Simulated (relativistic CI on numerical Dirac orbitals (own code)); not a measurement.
**Crystal-field levels of Os²⁺, 5d6**

Calculated by Dirac-Coulomb-Breit CI, separate exchange-only KLI orbitals for each configuration, QED by a radiative potential, valence Slater integrals scaled by 0.8, one configuration in a parametric crystal field (own radial code).

Field parameters in Wybourne normalisation: Td as Oh with Dq negative (B⁴₀ = 21Dq, B⁴₄ = √(5/14) B⁴₀). The field is a parameter set, without covalency.

S and J are read from ⟨S²⟩ = S(S + 1) and ⟨J²⟩ = J(J + 1) of each level; they are not fictitious spins.

Td, 10Dq = -2450 cm⁻¹, the lowest 16 levels:

| E (cm⁻¹) | Degeneracy | Irrep | S | J |
| --- | --- | --- | --- | --- |
| 0.0 | 1 | A1 | 1.90 | 3.94 |
| 148 | 3 | T1 | 1.90 | 3.94 |
| 200 | 2 | E | 1.88 | 3.90 |
| 595 | 3 | T2 | 1.87 | 3.91 |
| 3179 | 1 | A2 | 1.96 | 3.00 |
| 4005 | 3 | T2 | 1.90 | 2.86 |
| 4692 | 2 | E | 1.77 | 2.21 |
| 5209 | 3 | T1 | 1.94 | 2.96 |
| 5639 | 3 | T2 | 1.81 | 2.35 |
| 6979 | 3 | T1 | 1.89 | 1.29 |
| 7243 | 1 | A1 | 1.85 | 0.46 |
| 11173 | 3 | T2 | 0.99 | 4.01 |
| 12326 | 2 | E | 1.03 | 4.03 |
| 12780 | 3 | T1 | 0.98 | 4.58 |
| 12947 | 1 | A1 | 0.96 | 4.98 |
| 14349 | 2 | E | 1.04 | 4.18 |

Td, 10Dq = -4400 cm⁻¹, the lowest 10 levels:

| E (cm⁻¹) | Degeneracy | Irrep | S | J |
| --- | --- | --- | --- | --- |
| 0.0 | 1 | A1 | 1.90 | 3.85 |
| 226 | 3 | T1 | 1.90 | 3.83 |
| 233 | 2 | E | 1.87 | 3.74 |
| 858 | 3 | T2 | 1.86 | 3.72 |
| 2848 | 1 | A2 | 1.96 | 3.00 |
| 4650 | 3 | T2 | 1.86 | 3.08 |
| 5551 | 2 | E | 1.74 | 2.52 |
| 6474 | 3 | T1 | 1.92 | 2.94 |
| 6938 | 3 | T2 | 1.77 | 2.48 |
| 8180 | 3 | T1 | 1.88 | 1.63 |

Td, 10Dq = -6400 cm⁻¹, the lowest 10 levels:

```csv
E (cm⁻¹),Degeneracy,Irrep,S,J
0.0,1,A1,1.88,3.76
193,2,E,1.84,3.60
278,3,T1,1.88,3.73
934,3,T2,1.83,3.55
2701,1,A2,1.96,3.00
5711,3,T2,1.78,3.29
6617,2,E,1.65,2.85
7918,3,T2,1.51,3.04
7961,3,T1,1.90,2.96
9343,3,T2,1.37,3.63
```

The free-ion ground term has S = 2. Every field shown keeps that spin.

Levels of this model without a field, named by their leading LS term (the scale mimics covalency, so terms lie below those of the real free ion): ⁵D4 0, ⁵D3 3973, ⁵D2 4289, ⁵D1 6148, ⁵D0 6481, ³H4 12347, ³H6 14841, ³H5 14944 cm⁻¹.
